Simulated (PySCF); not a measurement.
## Basis and Hamiltonian dependence of the ionisation energy of Kr

Kr [Kr] (1S) → Kr⁺ [Ar] 3d10 4s2 4p5 (2P). Calculated with PySCF 2.14 from differences of total energies of unrestricted determinants, without spin-orbit coupling. Values in eV.

```csv
basis,Hamiltonian,functions,UHF,r2SCAN,PBE0,MP2 (valence),CCSD(T) (valence),CCSD(T) (valence and next inner shell)
cc-pVDZ-PP with ECP10MDF,ECP,23,13.156,14.206,n/a,13.825,13.716,n/a
def2-SVP,non-relativistic,32,13.185,14.247,n/a,13.863,13.747,n/a
x2c-SVPall,spin-free X2C,32,13.151,n/a,n/a,13.838,13.727,n/a
cc-pVTZ-PP with ECP10MDF,ECP,39,13.099,n/a,14.083,14.025,13.942,n/a
pcseg-2,non-relativistic,43,13.092,14.190,n/a,14.020,13.932,n/a
Sapporo-DKH3-DZP-2012,spin-free X2C,43,13.118,n/a,14.127,13.878,13.760,n/a
cc-pVTZ-DK,spin-free X2C,43,13.051,14.151,14.073,13.978,13.898,n/a
aug-cc-pwCVDZ-PP with ECP10MDF,ECP,48,13.137,14.214,14.116,13.959,13.862,13.882
aug-cc-pVTZ-PP with ECP10MDF,ECP,55,13.053,14.133,14.051,14.039,13.960,n/a
"aug-cc-pVTZ-PP with one added diffuse shell each of s, d, f type with ECP10MDF",ECP,68,13.053,14.133,14.051,14.040,13.961,n/a
aug-cc-pVQZ-DK,spin-free X2C,93,13.036,14.139,14.064,14.132,14.085,n/a
x2c-QZVPPall,spin-free X2C,97,13.034,14.136,14.061,14.103,14.054,n/a
"x2c-QZVPPall with one added diffuse shell each of s, p, d, f type",spin-free X2C,113,13.033,14.135,14.062,14.113,n/a,n/a
aug-cc-pV5Z-PP with ECP10MDF,ECP,136,13.035,14.121,14.039,14.186,n/a,n/a
```

Frozen in the all-electron rows: valence: [Ar] 3d10; valence and next inner shell: [Ne]; with a core potential, the same shells as far as they lie outside it.

Non-relativistic rows lack the scalar-relativistic shift.

Reference for a calculation without spin-orbit coupling: 14.222 eV (measured, between term centres; NIST).
